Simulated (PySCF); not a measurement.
**Electron correlation in Re⁴⁵⁺ (rhenium, charge +45)**

Starting occupation: [Ar] 3d10 4s2. All numbers are calculated (PySCF 2.14, X2C-1e with screened-nucleus spin-orbit coupling, Gaussian nucleus, in an uncontracted even-tempered set (18 s from 2.6 bohr⁻², ratio 2.6; 15 p from 3.3 bohr⁻², ratio 2.6; 10 d from 3.3 bohr⁻², ratio 2.6; 6 f from 3.4 bohr⁻², ratio 2.8)). Frozen: [Ar]; 12 electrons correlated; the 92 highest virtual spinors left out.

MP2 pair energies summed by pair of shells (mhartree):

```tsv
pair	energy	share (%)
3d3/2-3d5/2	-189.35	35.3
3d5/2-3d5/2	-133.65	24.9
4s1/2-4s1/2	-64.09	11.9
3d3/2-3d3/2	-57.65	10.7
3d5/2-4s1/2	-55.93	10.4
3d3/2-4s1/2	-36.08	6.7
```

Total MP2 correlation energy: -536.76 mhartree.

The virtual space was cut to 68 spinors, which keep -516.09 of the -536.76 mhartree of MP2 correlation.

```tsv
level	correlation energy (mhartree)
CCSD	-517.32
(T)	-0.67
CCSD(T)	-517.99
```

Diagnostics: T1 = 0.00014, largest double amplitude 0.063.

**Question.** Is a single reference adequate?

**Answer.** Yes: T1 lies below 0.03 and no double amplitude reaches 0.07.

The coupled-cluster values are those of the cut space; adding the MP2 remainder, -20.67 mhartree, estimates the full space.

At this charge the one-electron X2C treatment keeps the bare 1/r₁₂, with no two-electron picture change or Breit term. The effect here is smaller than on the frozen 1s shell.
